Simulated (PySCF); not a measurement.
**Electron correlation in Se(3+) (selenium, charge +3)**

[Ar] 3d10 4s2 4p1, 2P determinant. Computed with PySCF 2.14 in aug-cc-pVDZ-PP with ECP10MDF (5s4p3d, 32 functions), with a scalar-relativistic core potential. Frozen: 3s2 3p6 3d10; 3 electrons correlated.

| level | correlation energy (mhartree) |
| --- | --- |
| CCSD | -49.73 |
| (T) | -0.37 |
| CCSD(T) | -50.10 |
| CCSDT | -50.24 |
| FCI | -50.24 |

Diagnostics: T1 = 0.0068, D1 = 0.0165, largest double amplitude 0.096, weight of the Hartree-Fock determinant in FCI 0.9634 (5819 determinants).

**Question.** Is a single reference adequate?

**Answer.** Mostly. T1 lies below 0.03, but a double amplitude of this size points to a near-degeneracy that CCSD handles and MP2 describes poorly.
